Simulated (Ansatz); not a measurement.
Steps of a relaxation of CH₉BGeSi (`B[CH]([SiH3])[GeH3]`) with RKS PBE-D4/def2-SVP.

```sh
$ ansatz run in.yaml --threads 4 --pin off --events-out ev --progress --plain --max-ram 10444MiB
```

```yaml
crystal:
  periodic: [false, false, false]
  atoms:
    - {symbol: B, position_ang: [-1.091600, 1.183200, -0.455100]}
    - {symbol: C, position_ang: [-0.411400, 0.108500, 0.394300]}
    - {symbol: Si, position_ang: [1.316700, 0.641500, 0.731600]}
    - {symbol: Ge, position_ang: [-0.315300, -1.571300, -0.569400]}
    - {symbol: H, position_ang: [-1.572800, 0.977900, -1.556500]}
    - {symbol: H, position_ang: [-1.272200, 2.332900, -0.028900]}
    - {symbol: H, position_ang: [-0.920400, -0.019500, 1.359200]}
    - {symbol: H, position_ang: [2.055800, -0.374100, 1.546800]}
    - {symbol: H, position_ang: [1.346900, 1.927400, 1.528100]}
    - {symbol: H, position_ang: [2.077400, 0.814500, -0.498500]}
    - {symbol: H, position_ang: [0.359600, -1.406400, -1.884800]}
    - {symbol: H, position_ang: [-1.826700, -2.021300, -0.832600]}
    - {symbol: H, position_ang: [0.274500, -2.628100, 0.280700]}
basis:
  gaussian: {orbitals: def2-SVP}
hamiltonian: {xc: pbe, dispersion: d4}
relax: {f_tol: 0.03, max_steps: 200}
```

Positions (Å) and forces (eV/Å) along the path, 10 of 17 steps:

```xyz
13
step=1 energy=-66228.0324 eV
B    -1.092    1.183   -0.455   -0.900    1.029    0.004
C    -0.411    0.108    0.394   -0.192   -0.295   -0.552
Si    1.317    0.641    0.732    0.651    0.659    1.373
Ge   -0.315   -1.571   -0.569   -2.235   -0.312   -0.012
H    -1.573    0.978   -1.556    0.284   -0.069   -0.177
H    -1.272    2.333   -0.029    0.107   -0.340   -0.003
H    -0.920   -0.019    1.359   -0.062    0.124    0.477
H     2.056   -0.374    1.547    0.015   -0.212    0.063
H     1.347    1.927    1.528    0.025   -0.027   -0.120
H     2.077    0.815   -0.498    0.383    0.157   -0.823
H     0.360   -1.406   -1.885    0.604    0.149   -0.902
H    -1.827   -2.021   -0.833    0.584    0.142   -0.004
H     0.275   -2.628    0.281    0.736   -1.005    0.676
13
step=2 energy=-66228.2968 eV
B    -1.148    1.203   -0.419    0.463    0.375   -0.777
C    -0.395    0.099    0.365   -0.910   -0.277   -0.019
Si    1.336    0.700    0.752    0.474    0.103    0.206
Ge   -0.419   -1.654   -0.553   -0.227    0.074   -0.074
H    -1.420    1.059   -1.625   -0.012    0.031    0.487
H    -1.303    2.331    0.045   -0.250   -0.258    0.118
H    -0.861   -0.002    1.368    0.049    0.075    0.268
H     2.056   -0.356    1.551   -0.009    0.009    0.016
H     1.355    1.994    1.527   -0.089   -0.080   -0.025
H     2.089    0.902   -0.517    0.160    0.064   -0.212
H     0.329   -1.467   -1.879    0.155   -0.015   -0.256
H    -1.878   -2.101   -0.879    0.102    0.081    0.107
H     0.280   -2.744    0.278    0.094   -0.182    0.161
13
step=3 energy=-66228.3641 eV
B    -1.102    1.238   -0.446   -0.261   -0.056   -0.151
C    -0.412    0.100    0.363   -0.403    0.020   -0.059
Si    1.349    0.688    0.744    0.252    0.014   -0.042
Ge   -0.427   -1.667   -0.552    0.225    0.101   -0.010
H    -1.391    1.094   -1.642    0.241    0.135    0.315
H    -1.396    2.308    0.094    0.062   -0.268   -0.099
H    -0.863    0.047    1.383    0.097    0.016   -0.029
H     2.060   -0.372    1.547   -0.008    0.038   -0.023
H     1.340    1.977    1.522   -0.025   -0.036    0.006
H     2.111    0.912   -0.535    0.020   -0.005    0.026
H     0.344   -1.492   -1.892   -0.046   -0.030    0.055
H    -1.880   -2.100   -0.860   -0.070   -0.016    0.027
H     0.288   -2.769    0.291   -0.084    0.088   -0.018
13
step=4 energy=-66228.3885 eV
B    -1.117    1.234   -0.446   -0.008   -0.053    0.019
C    -0.425    0.100    0.363   -0.198    0.070   -0.035
Si    1.355    0.685    0.730    0.061    0.023   -0.080
Ge   -0.426   -1.663   -0.554    0.166    0.049    0.036
H    -1.340    1.122   -1.648    0.138    0.073    0.110
H    -1.437    2.281    0.106   -0.025   -0.145   -0.049
H    -0.855    0.054    1.393    0.097   -0.035   -0.074
H     2.064   -0.373    1.537   -0.015    0.011   -0.026
H     1.331    1.965    1.519    0.008   -0.005    0.001
H     2.127    0.914   -0.545   -0.034   -0.017    0.055
H     0.348   -1.500   -1.896   -0.063   -0.019    0.088
H    -1.882   -2.095   -0.850   -0.066   -0.031   -0.007
H     0.277   -2.759    0.305   -0.062    0.079   -0.037
13
step=5 energy=-66228.4291 eV
B    -1.115    1.232   -0.439   -0.010   -0.029    0.032
C    -0.427    0.102    0.366   -0.074    0.088    0.091
Si    1.361    0.690    0.710    0.021    0.004   -0.129
Ge   -0.439   -1.658   -0.544    0.086    0.005   -0.051
H    -1.157    1.201   -1.662    0.084    0.054    0.072
H    -1.602    2.195    0.137   -0.008   -0.075   -0.054
H    -0.821    0.036    1.406   -0.030   -0.025   -0.019
H     2.067   -0.367    1.516   -0.004   -0.008    0.001
H     1.353    1.974    1.496   -0.009   -0.026   -0.013
H     2.122    0.909   -0.570   -0.008   -0.004    0.017
H     0.334   -1.512   -1.883   -0.017   -0.020    0.034
H    -1.898   -2.086   -0.847   -0.010    0.002    0.021
H     0.244   -2.748    0.331   -0.022    0.035   -0.001
13
step=6 energy=-66228.4572 eV
B    -1.116    1.239   -0.420    0.008   -0.012   -0.046
C    -0.442    0.110    0.385    0.013    0.021    0.011
Si    1.357    0.681    0.680    0.043   -0.014   -0.058
Ge   -0.438   -1.647   -0.539    0.018    0.028    0.006
H    -0.983    1.295   -1.636    0.021    0.038    0.066
H    -1.751    2.118    0.140   -0.018   -0.028   -0.033
H    -0.828    0.015    1.421   -0.089   -0.035    0.055
H     2.061   -0.373    1.490    0.015   -0.013    0.012
H     1.376    1.970    1.454    0.007    0.015    0.001
H     2.100    0.876   -0.612   -0.009   -0.002   -0.018
H     0.349   -1.518   -1.868   -0.007    0.005   -0.008
H    -1.897   -2.079   -0.838   -0.006   -0.003   -0.007
H     0.233   -2.722    0.358    0.004    0.000    0.018
13
step=11 energy=-66228.4878 eV
B    -1.155    1.200   -0.420    0.028   -0.014    0.023
C    -0.404    0.184    0.467   -0.013   -0.068   -0.068
Si    1.427    0.645    0.684    0.012    0.005   -0.004
Ge   -0.458   -1.557   -0.527   -0.007    0.056    0.021
H    -0.718    1.480   -1.525    0.003    0.004   -0.007
H    -2.188    1.732   -0.055   -0.021   -0.006   -0.001
H    -0.869    0.004    1.458   -0.006    0.014    0.019
H     2.126   -0.395    1.520    0.006   -0.002    0.002
H     1.565    1.973    1.378    0.000   -0.001    0.001
H     2.100    0.728   -0.658    0.000    0.002    0.003
H     0.308   -1.422   -1.866    0.007    0.008   -0.001
H    -1.927   -1.969   -0.805   -0.007    0.002    0.002
H     0.214   -2.636    0.364   -0.001    0.000    0.010
13
step=15 energy=-66228.4900 eV
B    -1.167    1.168   -0.420    0.020   -0.004    0.013
C    -0.381    0.202    0.487    0.013   -0.005   -0.014
Si    1.455    0.649    0.680   -0.007    0.001    0.003
Ge   -0.473   -1.530   -0.520   -0.005   -0.011   -0.001
H    -0.699    1.503   -1.498   -0.008    0.004   -0.011
H    -2.270    1.583   -0.112   -0.016    0.004    0.001
H    -0.851    0.008    1.475    0.004    0.008    0.005
H     2.174   -0.399    1.491   -0.001    0.000   -0.004
H     1.606    1.969    1.387    0.000   -0.003    0.002
H     2.101    0.747   -0.674    0.000    0.003    0.005
H     0.344   -1.420   -1.831    0.001   -0.002    0.004
H    -1.946   -1.888   -0.848    0.005    0.001   -0.001
H     0.128   -2.628    0.397   -0.006    0.004   -0.002
13
step=16 energy=-66228.4902 eV
B    -1.183    1.147   -0.419    0.020    0.003    0.019
C    -0.363    0.217    0.498   -0.013    0.015   -0.012
Si    1.475    0.657    0.672    0.007    0.000   -0.011
Ge   -0.481   -1.516   -0.512    0.001   -0.057   -0.014
H    -0.713    1.517   -1.485   -0.016   -0.010   -0.007
H    -2.320    1.487   -0.138    0.030   -0.011    0.004
H    -0.828    0.016    1.486    0.003   -0.001   -0.001
H     2.214   -0.411    1.441   -0.016    0.014   -0.015
H     1.638    1.958    1.412   -0.005   -0.012   -0.003
H     2.098    0.791   -0.692   -0.009    0.002    0.024
H     0.405   -1.446   -1.784   -0.037   -0.009    0.054
H    -1.954   -1.821   -0.910    0.067    0.011    0.012
H     0.031   -2.630    0.446   -0.030    0.054   -0.051
13
step=17 energy=-66228.4909 eV
B    -1.177    1.155   -0.420   -0.008    0.005    0.012
C    -0.367    0.212    0.492   -0.003    0.008   -0.013
Si    1.469    0.656    0.674    0.003   -0.007   -0.006
Ge   -0.478   -1.523   -0.514    0.001   -0.029   -0.008
H    -0.716    1.508   -1.495   -0.008   -0.008    0.001
H    -2.301    1.526   -0.122    0.028   -0.009   -0.003
H    -0.832    0.016    1.481    0.002    0.001   -0.002
H     2.201   -0.410    1.450   -0.004    0.008   -0.007
H     1.625    1.959    1.412   -0.004   -0.007    0.000
H     2.101    0.789   -0.685   -0.006    0.003    0.012
H     0.389   -1.448   -1.796   -0.011    0.002    0.025
H    -1.949   -1.843   -0.895    0.026    0.009    0.006
H     0.056   -2.632    0.433   -0.014    0.024   -0.016
```

Run time 29 s (4 threads of an Arm Neoverse V1 on a shared host); peak host memory 0.18 GiB.
